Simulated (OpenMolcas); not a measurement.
d3 ions of charge +3 down a group with 4 chloride ligands in tetrahedral coordination

```json
{
  "Program": "OpenMolcas",
  "Method": "SS-CASPT2, IPEA 0.25 Eh, imaginary shift 0.1 Eh",
  "Spin-orbit coupling": "state interaction with AMFI integrals over the reference wave functions"
}
```

The d shell is active; CASPT2 correlates the ligand valence shells and the outer metal core. Anionic complexes are neutralised by point charges behind the ligands. Distances were set from a Shannon-type radius of the metal (high-spin where two are listed) plus a fixed donor radius (Cl 1.76 Å). Ligand basis ANO-RCC-VDZP, DKH2 Hamiltonian. States (labels of Td). Energies in cm-1 above the lowest state or level, χT in cm3 K/mol; under a threefold ground state the first gap can be a small split of the lowest multiplet, not the spin-orbit step. Spin-only χT is S(S+1) / 2 for the spin of the ground state.

```tsv
Ion	Shell	R (Å)	Metal basis	Outer charge (e at Å behind ligand)	Ground state	First state of that spin	First gap with spin-orbit (degeneracies)	χT at 300 K	First state of another spin	Spin-only χT
Cr3+	3d3	2.25	ANO-RCC-VTZP	0.25 at 3.2	4T1	4T2 4940	28 (4, 2)	1.471	2E 7420	1.875
Mo3+	4d3	2.32	ANO-RCC-VDZP	0.25 at 3.2	4T1	4T2 7830	330 (4, 2)	0.955	2E 1810	1.875
```

The rows also differ in their metal basis, so part of each step comes from that.

χT departs most from the spin-only value for Mo3+, by -0.920 cm3 K/mol.

Roots that are degenerate in the reference are averaged as groups; the widest CASPT2 spread within a group is 660 cm-1 (the 3-fold group of multiplicity 4 near 4940 cm-1 above the lowest state of its run, Cr3+). Shifts and gaps below about the spread of the groups concerned are not significant. Over all roots computed the reference weight is 0.70 to 0.73 in Cr3+, 0.71 to 0.73 in Mo3+; a low but even weight reflects the number of correlated electrons. An orbital triplet at a regular site is open to Jahn-Teller coupling, which can distort the site and quench the lowest spin-orbit gaps and is left out. Ligand-to-metal charge-transfer states are missing. These CASPT2 states fit no ligand-field parameters well, so their order and spin gaps are uncertain. With no ligand orbital active B as a rule stays too high, so bands that hang on it stand too high and its fall with covalency is understated. With one d shell and no ligand orbital active, 10Dq can be off by a tenth or more. This shell can be high or low spin here, a state of another spin lies low, and with metal d orbitals alone active their balance is uncertain, so the ground spin may be wrong (holds for Mo3+). The least metal-like active orbital is 78 % on the metal (Löwdin) and no ligand orbital is active, so the numbers are rough (holds for Mo3+). No measured value stands beside these numbers; the geometry was imposed, not optimised, and the real ion may take another.
